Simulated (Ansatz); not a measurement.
**BSSb: which of two structures lies lower**

Structure I is a triplet given by its coordinates and structure II is a triplet given by its coordinates. Both are isolated molecules in the gas phase, relaxed with BLYP-D3(BJ)/def2-SVP.

I (Å):

```
atom    x (Å)    y (Å)    z (Å)
   B  -1.6055  -0.7645   0.1946
   S  -1.3744   0.5187  -0.9628
  Sb   0.1013  -1.6835  -0.9839
```

Close contacts (Å): B1–S2 1.74, B1–Sb3 2.27, S2–Sb3 2.65.

II (Å):

```xyz
3

B     0.0000    0.0000   -0.1793
S     0.0000    0.0000   -1.8223
Sb    0.0000    0.0000    2.0016
```

Close contacts (Å): B1–S2 1.64, B1–Sb3 2.18.

Problem. Estimate which is lower in electronic energy at CCSD(T)/def2-TZVPP, and by roughly how much.

Solution. The CCSD(T)/def2-TZVPP calculation puts structure II lower, by 152.6 kJ/mol.

The same difference at several levels:

```tsv
level	geometry	E(II) − E(I) (kJ/mol)	departure from the last row (kJ/mol)	job, with rough time for the two
BLYP-D3(BJ)/def2-SVP	BLYP-D3(BJ)/def2-SVP	−142.5	+10.1	optimisation, 82 s
HF/def2-TZVPP	BLYP-D3(BJ)/def2-SVP	−169.5	−16.8	part of the CCSD(T) run
MP2/def2-TZVPP	BLYP-D3(BJ)/def2-SVP	−168.4	−15.7	part of the CCSD(T) run
CCSD(T)/def2-TZVPP	BLYP-D3(BJ)/def2-SVP	−152.6		single point, 2 min
```

None of the levels shown reverses the order. The largest departure from CCSD(T)/def2-TZVPP is that of HF/def2-TZVPP, 16.8 kJ/mol. Levels run at GFN2-xTB geometries aren't shown. The triplet state of I needn't be its ground state. The triplet state of II needn't be its ground state.

With harmonic frequencies from BLYP-D3(BJ)/def2-SVP (ideal gas, rigid rotor, one conformer each, 298.15 K, 1 atm): the zero-point term adds +2.3 kJ/mol; ΔH is −149.8 and ΔG −145.3 kJ/mol.

Open shells are spin-unrestricted, with notable spin contamination under HF/def2-TZVPP, MP2/def2-TZVPP, CCSD(T)/def2-TZVPP. The correlated steps freeze 10 core orbitals; the filled d shell of Sb is correlated, in a basis made for valence electrons. Atoms past krypton carry core potentials in the def2 sets and no spin–orbit term is included. Codes used: Ansatz 0.2.0; the last row on 1 thread of Arm Neoverse N1 on a shared host.
